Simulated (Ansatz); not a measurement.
CuH$_{3}$O$_{2}$, SMILES `[OH][Cu-][OH2+]`, relaxed with RKS PBE0-D4/def2-TZVP in the Gaussian-basis code of Ansatz from a PBE-D4/def2-SVP geometry. The force threshold is 0.005 eV/Å; the program also tests the step.

The species carries charge 0 and has multiplicity 1.

Start:

```xyz
6

O    -1.926   -1.031   -0.489
Cu   -0.345   -0.257   -0.280
O     1.426    0.560   -0.193
H    -2.396   -0.945    0.364
H     1.325    1.505    0.039
H     1.916    0.168    0.559
```

| step | energy (eV) | largest force (eV/Å) | largest move (Å) |
| --- | --- | --- | --- |
| 1 | -48775.2255 | 0.972 | 0.000 |
| 2 | -48775.2474 | 0.387 | 0.013 |
| 3 | -48775.2544 | 0.074 | 0.023 |
| 4 | -48775.2565 | 0.048 | 0.025 |
| 5 (rejected) | -48775.2564 | 0.101 | 0.022 |
| 6 | -48775.2569 | 0.009 | 0.011 |
| 7 | -48775.2569 | 0.003 | 0.005 |

End:

```xyz
6

O    -1.931   -1.036   -0.472
Cu   -0.353   -0.252   -0.254
O     1.400    0.568   -0.147
H    -2.455   -0.974    0.329
H     1.372    1.516    0.016
H     1.967    0.179    0.527
```

It took 21 s on 2 threads of an AMD EPYC 7R13 on a shared host, with 0.39 GiB of host memory at the peak.
